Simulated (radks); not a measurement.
These are the eigenvalues of the occupied orbitals of an atom or ion with whole-number occupations (Ry). All-electron calculation, Dirac Kohn-Sham, PBE, spin-unpolarised, spherical densities, finite nucleus; Fermi nuclear charge, rms radius of each element as measured or else 0.836 A^(1/3) + 0.57 fm. Program: a radial shooting solver on a logarithmic mesh with Libxc functionals.

1s1/2: -7.27058

Which element is it, and in what charge state? The configuration may be excited. Open shells, if any, are shared by 2j + 1.

Answer. Z = 3, lithium, charge +2: Li2+ in 1s1. The 1s level, -3.6353 hartree, gives Z - s = 2.7 by -(Z - s)^2/2, which with screening and relativity narrows Z to a few neighbours, and the depths must fix Z and the occupations together.
